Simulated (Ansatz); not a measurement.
Geometry optimisation, RKS PBE/def2-SVP in Ansatz.

Input file:

```yaml
crystal:
  periodic: [false, false, false]
  atoms:
    - { symbol: Ge, position_ang: [0.360723, 0.278712, -0.374896] }
    - { symbol: F, position_ang: [-0.850186, 0.485941, 2.250235] }
    - { symbol: O, position_ang: [1.522076, -0.228436, -1.634629] }
    - { symbol: H, position_ang: [1.475941, -1.199492, -1.732413] }
    - { symbol: O, position_ang: [-1.070264, 1.144693, -1.002081] }
    - { symbol: H, position_ang: [-1.811685, 0.532103, -1.165094] }
    - { symbol: O, position_ang: [-0.04463, -1.264018, 0.422532] }
    - { symbol: H, position_ang: [-0.49991, -1.031172, 1.262975] }
    - { symbol: "N", position_ang: [1.22248, 1.66067, 0.578608] }
    - { symbol: H, position_ang: [2.238162, 1.508401, 0.597784] }
    - { symbol: Si, position_ang: [0.709456, 3.35531, 0.430814] }
    - { symbol: H, position_ang: [0.694182, 3.903264, -0.97127] }
    - { symbol: H, position_ang: [-0.656117, 3.491771, 1.038193] }
    - { symbol: H, position_ang: [1.698297, 4.151908, 1.24034] }
    - { symbol: H, position_ang: [-0.070128, 1.006545, 2.295103] }
basis:
  gaussian: { orbitals: def2-SVP }
hamiltonian:
  xc: pbe
relax:
  f_tol: 0.03
  max_steps: 50
```

Run as:

```bash
$ ansatz run input.yaml --threads 4 --pin off --max-ram 5120MiB --backend cpu --events-out ev --progress --plain --runs-dir out
```

**Question.** Where does it end, and by what steps?

**Answer.** The run converged. The force dipped under the threshold on the way, but the program's further checks kept it going. After 17 steps the energy has fallen by 0.333 eV; F2 moved furthest, 1.09 Å.

```
step  energy less start (eV)  largest force component (eV/Å)  accepted
   0                  0.0000                           0.643       yes
   1                 -0.1136                           1.370       yes
   2                 -0.2375                           0.713       yes
   3                 -0.2613                           0.329       yes
   4                 -0.2984                           0.113       yes
   5                 -0.3090                           0.430       yes
   6                 -0.3184                           0.141       yes
   7                 -0.3203                           0.208       yes
   8                 -0.3238                           0.081       yes
   9                 -0.3271                           0.027       yes
  10                 -0.3258                           0.287        no
  11                 -0.3299                           0.037       yes
  12                 -0.3307                           0.121       yes
  13                 -0.3316                           0.084       yes
  14                 -0.3323                           0.035       yes
  15                 -0.3329                           0.020       yes
  16                 -0.3331                           0.044       yes
  17                 -0.3332                           0.019       yes
```

```xyz
15
Properties=species:S:1:pos:R:3
Ge 0.234 0.290 -0.517
F 0.156 0.449 2.666
O 1.478 -0.500 -1.522
H 1.449 -1.464 -1.363
O -0.895 1.269 -1.491
H -1.702 0.767 -1.710
O -0.593 -0.924 0.474
H -0.497 -0.622 1.419
N 1.082 1.584 0.538
H 2.105 1.508 0.443
Si 0.481 3.276 0.553
H 0.659 3.982 -0.761
H -0.963 3.243 0.943
H 1.287 3.987 1.603
H 0.639 0.952 1.960
```

Whether the end is a true minimum wasn't checked by a vibrational analysis.

Time of the run: 48 s on 4 threads of Arm Neoverse V2 (shared host), peak memory 0.25 GiB.
